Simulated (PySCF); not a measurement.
C₄H₆S, SMILES SCCC#C (GFN2-xTB optimised geometry):

```
11

C      1.619    -0.677     0.014
C      0.424    -0.737     0.000
C     -1.026    -0.737     0.000
C     -1.581     0.685     0.000
S     -1.238     1.564     1.566
H      2.667    -0.657     0.017
H     -1.383    -1.260    -0.893
H     -1.385    -1.273     0.883
H     -1.161     1.273    -0.817
H     -2.667     0.675    -0.085
H      0.082     1.396     1.516
```

Calculation: PBE/def2-TZVP (PySCF).

### Question
What are the frontier orbital energies and the dipole moment?

### Answer
HOMO-2 -6.88 eV, HOMO-1 -6.76 eV, HOMO -5.57 eV, LUMO -0.48 eV, LUMO+1 -0.06 eV; dipole moment 1.49 D.

Meta-Löwdin charges at PBE/def2-TZVP: C1 -0.23, C2 -0.03, C3 -0.21, C4 -0.25, S5 -0.11, H6 0.17, H7 0.14, H8 0.15, H9 0.13, H10 0.14, H11 0.10.
